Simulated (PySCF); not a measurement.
W: excitation energy

W [Xe] 4f14 5d4 6s2 (5D) → W [Xe] 4f14 5d3 6s2 7s1 (5F), as a difference of total energies. Calculation: PySCF 2.14, in aug-cc-pwCVTZ-PP with ECP60MDF (8s8p7d4f3g, 122 functions); a scalar-relativistic core potential. Correlated levels: valence: 5s2 5p6 frozen; valence and next inner shell: nothing frozen outside the core potential. The calculations carry no spin-orbit coupling.

| method | excitation energy (eV) |
| --- | --- |
| UHF | 5.992 |
| LDA | 6.964 |
| PBE | 6.786 |
| PBE0 | 6.732 |
| r2SCAN | 6.870 |
| wB97M-V | 6.641 |
| CAM-B3LYP | 6.569 |
| PBEsol | 6.877 |
| MP2 (valence) | 6.521 |
| SCS-MP2 (valence) | 6.163 |
| MP2 (valence and next inner shell) | 6.662 |
| SCS-MP2 (valence and next inner shell) | 6.356 |

**Question.** How much does correlation contribute at MP2 (valence and next inner shell)?

**Answer.** 6.662 − (5.992) = 0.670 eV, measured against UHF.

The promoted electron is Rydberg-like, and one or two diffuse shells describe it only roughly, which tends to raise the upper state.
